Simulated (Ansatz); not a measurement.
Molecule: Si2H5 (charge +1, singlet). SMILES of the parent species: [SiH2][SiH3]
Coordinates optimised at B3LYP-D3(BJ)/def2-TZVP (Ansatz, an electronic-structure program):
```
Si
H 1 1.4714
H 1 1.4714 2 116.46
H 1 1.4804 2 114.19 3 136.50
Si 1 2.3706 2 105.25 4 107.38
H 5 1.4763 1 123.94 2 153.61
H 5 1.4763 6 112.03 1 -176.74
```
Charge +1, spin multiplicity 1.

Parts of the frozen-core correlation energy in STO-3G (Ansatz, hartree). Frozen orbitals: 10; correlated occupied orbitals by spin: 6 and 6; virtual: 7 and 7. Spin-orbit coupling is left out. No relativistic terms.

| term | value |
|---|---|
| reference (HF) | -573.90177 |
| MP2 opposite-spin | -0.07194 |
| MP2 same-spin | ___ |
| CCSD correlation | ___ |
| (T) | ___ |
| FCI minus CCSD(T) | -0.00054 |
| T1 diagnostic | 0.006 |
| largest doubles amplitude | 0.067 |

### Question
Complete the blanks.

### Answer

- MP2 same-spin, value: -0.00257
- CCSD correlation, value: -0.11018
- (T), value: -0.00103
